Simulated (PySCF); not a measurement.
C₂H₆N, SMILES NC[CH2], multiplicity 2.

Geometry optimised at B3LYP-D3(BJ)/def2-TZVP. The isomer is the one that the SMILES or the coordinates give; other isomers of the formula were not compared. Other conformers were not sampled.

All values below come from TDA-CAM-B3LYP/def2-SVPD (PySCF 2.14.0).

Vertical excitations. 

### Question
List the lowest excited states. (The exact figures need the calculation; the answer reports its results.)

### Answer

| state | energy (eV) | λ (nm) | f | main pairs |
|---|---|---|---|---|
| root 1 | 4.55 | 273 | 0.005 | β HOMO→LUMO 98 % |
| root 2 | 5.60 | 221 | 0.016 | α HOMO→LUMO 84 % |
| root 3 | 6.17 | 201 | 0.006 | α HOMO→LUMO+1 39 %, α HOMO−1→LUMO 30 %, β HOMO→LUMO+1 16 % |
| root 4 | 6.39 | 194 | 0.006 | α HOMO→LUMO+1 33 %, α HOMO→LUMO 6 %, β HOMO→LUMO+1 44 % |
| root 5 | 6.61 | 188 | 0.014 | α HOMO−1→LUMO 28 %, α HOMO→LUMO+2 12 %, α HOMO→LUMO+1 6 %, β HOMO−2→LUMO 26 %, β HOMO→LUMO+1 13 % |
| root 6 | 6.67 | 186 | 0.004 | α HOMO−1→LUMO 12 %, β HOMO−2→LUMO 53 %, β HOMO−1→LUMO 11 % |
| root 7 | 6.81 | 182 | 0.002 | β HOMO−1→LUMO 69 %, β HOMO−2→LUMO 11 % |
| root 8 | 7.00 | 177 | 0.010 | α HOMO→LUMO+2 75 % |
| root 9 | 7.39 | 168 | 0.023 | α HOMO→LUMO+3 61 %, α HOMO→LUMO+4 26 % |
| root 10 | 7.58 | 164 | 0.001 | α HOMO→LUMO+4 17 %, α HOMO−1→LUMO+1 10 %, α HOMO−1→LUMO+2 7 %, α HOMO−1→LUMO+3 6 %, β HOMO→LUMO+3 25 %, β HOMO→LUMO+2 10 %, β HOMO→LUMO+4 8 % |
Unrestricted roots are not spin-pure.
